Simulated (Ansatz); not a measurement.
A first, cheap relaxation of C₂H₄BBrSn, SMILES `BrC1=C[B]1[SnH3]`.

```yaml
crystal:
  periodic: [false, false, false]
  atoms:
    - {symbol: Br, position_ang: [0.802400, 1.786800, -2.912800]}
    - {symbol: C, position_ang: [0.895100, 0.554600, -1.512400]}
    - {symbol: C, position_ang: [1.606200, -0.447700, -0.873000]}
    - {symbol: B, position_ang: [0.386800, -0.058600, -0.294400]}
    - {symbol: Sn, position_ang: [-1.243800, -0.200600, 1.262500]}
    - {symbol: H, position_ang: [2.535300, -1.040300, -0.801000]}
    - {symbol: H, position_ang: [-2.773300, 0.223100, 0.593100]}
    - {symbol: H, position_ang: [-1.263300, -1.806600, 1.909000]}
    - {symbol: H, position_ang: [-0.856800, 0.943000, 2.612000]}
basis:
  gaussian: {orbitals: def2-SVP}
hamiltonian: {xc: pbe, dispersion: d4}
relax: {f_tol: 0.03, max_steps: 200}
```

```sh
$ ansatz run in.yaml --threads 4 --pin off --events-out ev --progress --plain
```

It prints (some lines left out):

```
Functional definition: PBE
mean field -78665.33885934 eV, -2890.8978817990 hartree, gradient 3.5e-5 eV, S^2 0.000000; 0 other end points of the search recorded, 0 dependent functions left out
relax step   1: F+E_penalty+E_count = -78665.57036325 eV  Δ(F+E_penalty+E_count) = +0.000e0 eV  max|allowed force component| = 3.848e0 eV/Å  Δτ_max = 0.0000 Å  (27 SCF iters, accepted)
mean field -78665.55302254 eV, -2890.9057521513 hartree, gradient 2.2e-5 eV, S^2 0.000000; 0 other end points of the search recorded, 0 dependent functions left out
relax step   2: F+E_penalty+E_count = -78665.78403506 eV  Δ(F+E_penalty+E_count) = -2.137e-1 eV  max|allowed force component| = 1.283e0 eV/Å  Δτ_max = 0.1550 Å  (30 SCF iters, accepted)
mean field -78665.59372772 eV, -2890.9072480393 hartree, gradient 2.3e-5 eV, S^2 0.000000; 0 other end points of the search recorded, 0 dependent functions left out
relax step   3: F+E_penalty+E_count = -78665.82115031 eV  Δ(F+E_penalty+E_count) = -3.712e-2 eV  max|allowed force component| = 1.052e0 eV/Å  Δτ_max = 0.1277 Å  (29 SCF iters, accepted)
mean field -78665.65790454 eV, -2890.9096064936 hartree, gradient 1.6e-5 eV, S^2 0.000000; 0 other end points of the search recorded, 0 dependent functions left out
relax step   4: F+E_penalty+E_count = -78665.88788698 eV  Δ(F+E_penalty+E_count) = -6.674e-2 eV  max|allowed force component| = 2.675e-1 eV/Å  Δτ_max = 0.0876 Å  (30 SCF iters, accepted)
mean field -78665.66241644 eV, -2890.9097723030 hartree, gradient 1.6e-5 eV, S^2 0.000000; 0 other end points of the search recorded, 0 dependent functions left out
relax step   5: F+E_penalty+E_count = -78665.89179705 eV  Δ(F+E_penalty+E_count) = -3.910e-3 eV  max|allowed force component| = 2.083e-2 eV/Å  Δτ_max = 0.0241 Å  (31 SCF iters, accepted)
mean field -78665.66241644 eV, -2890.9097723030 hartree, gradient 1.8e-5 eV, S^2 0.000000; 1 other end points of the search recorded, 0 dependent functions left out
Total energy: -78665.89184199 eV, -2890.9182035367 hartree
Atom 0 at     0.983868     1.715564    -2.962039 Å, force     0.003064    -0.008900     0.008535 eV/Å
Atom 1 at     0.909450     0.572813    -1.490684 Å, force     0.007174     0.010287    -0.007707 eV/Å
Atom 2 at     1.627892    -0.410060    -0.894482 Å, force    -0.000137    -0.011005     0.020830 eV/Å
Atom 3 at     0.322852    -0.025392    -0.257082 Å, force    -0.016963    -0.004334    -0.010733 eV/Å
Atom 4 at    -1.254458    -0.204208     1.311737 Å, force     0.010372     0.010420    -0.003873 eV/Å
Atom 5 at     2.563194    -0.981148    -0.990870 Å, force    -0.011663     0.011564    -0.005940 eV/Å
Atom 6 at    -2.816919     0.175528     0.678452 Å, force     0.001915    -0.002532    -0.000784 eV/Å
Atom 7 at    -1.320767    -1.792845     1.989294 Å, force     0.005088    -0.003417    -0.000786 eV/Å
Atom 8 at    -0.926514     0.903448     2.598675 Å, force     0.001151    -0.002084     0.000458 eV/Å
Dipole moment:     0.253407    -0.092195    -0.105824 e Å
```

It took 15 s on 4 threads of a server CPU on a shared host, with 0.2 GiB of host memory at the peak.
